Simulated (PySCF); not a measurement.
**Chromium: a sound run and one with changed settings**

Sound run: Cr [Ar] 3d5 4s1, Cr⁺ [Ar] 3d5. All numbers are calculated (PySCF 2.14, the spin-free X2C one-electron Hamiltonian (Gaussian nucleus), in Sapporo-DKH3-DZP-2012). The sound run starts from symmetry-adapted Hartree-Fock orbitals and uses a fine grid where one is needed.

A second run was set up differently.

| species | method | sound run (hartree) | changed run (hartree) | converged |
| --- | --- | --- | --- | --- |
| Cr | UHF | -1049.63184 | -1049.63174 | no |
| Cr | B3LYP | -1050.78202 | -1050.78199 | no |
| Cr | MN15 | -1051.29619 | -1051.29616 | no |
| Cr⁺ | UHF | -1049.41088 | -1049.38040 | no |
| Cr⁺ | B3LYP | -1050.52076 | -1050.46453 | no |
| Cr⁺ | MN15 | -1051.04955 | -1050.97670 | no |

Task: What was changed?
A. all electrons correlated in a valence basis
B. radial grid too coarse
C. basis contracted for another Hamiltonian
D. level shift left on

Result: D. It used initial guess atom, at most 50 SCF cycles, level shift 10.0 hartree. A level shift slows the SCF but leaves a converged energy unchanged.
